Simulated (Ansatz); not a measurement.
Species: CH3AlF2O (charge 0, singlet). 
Geometry from a B3LYP-D3(BJ)/def2-TZVP (Ansatz, an electronic-structure program) optimisation:
```
O
C 1 1.4123
H 2 1.0922 1 109.47
H 2 1.0922 3 108.41 1 -119.35
H 2 1.0937 3 108.60 4 -117.82
Al 1 1.6644 2 136.93 3 120.65
F 6 1.6395 1 119.68 2 180.00
F 6 1.6442 7 118.20 1 180.00
```
Charge 0, spin multiplicity 1.

Quantity: vertical ionisation energy (to the doublet state of charge +1; each state is the SCF solution reached for its spin), in eV. Cores are frozen in the correlated levels unless marked. Open shells are spin-unrestricted. Spin-orbit coupling is left out. No relativistic terms. CBS marks a two-point X^-3 extrapolation of the correlation energy; Hartree-Fock from the larger set. [CCSD(T)-MP2]/basis is that difference in the basis named.

```tsv
level	program	vertical ionisation energy (eV)
HF/aug-cc-pV(D+d)Z	Ansatz	10.26
HF/aug-cc-pV(Q+d)Z	Ansatz	10.22
r2SCAN/def2-TZVPD	Ansatz	11.13
PBE0/def2-TZVPD	Ansatz	11.27
```

Task: Estimate the value at RI-MP2/CBS(aug-cc-pV(T+d)Z,aug-cc-pV(Q+d)Z)+[CCSD(T)-MP2]/aug-cc-pV(T+d)Z as computed with Ansatz.

Result: 11.67 eV
